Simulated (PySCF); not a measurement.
Precursor series Cd Cl-F. Gas-phase values, no solvent.

All values below come from B3LYP-D3(BJ)/def2-TZVP // TPSS-D3(BJ)/def2-SVP (PySCF). All candidates: neutral, multiplicity 1. B3LYP has the VWN-RPA correlation part, as in Gaussian. 

| Quantity | Result |
|---|---|
| HOMO | -9.81 eV |
| LUMO | -2.85 eV |
| dipole moment | 0.00 D |

Task: Name which member has these values.
A) [Cd(Cl)(F)]
B) [Cd(F)2]
C) [Cd(Cl)2]

Result: B, [Cd(F)2]. The others give [Cd(Cl)(F)]: -8.85 eV, -2.77 eV, 0.57 D; [Cd(Cl)2]: -8.62 eV, -2.67 eV, 0.00 D
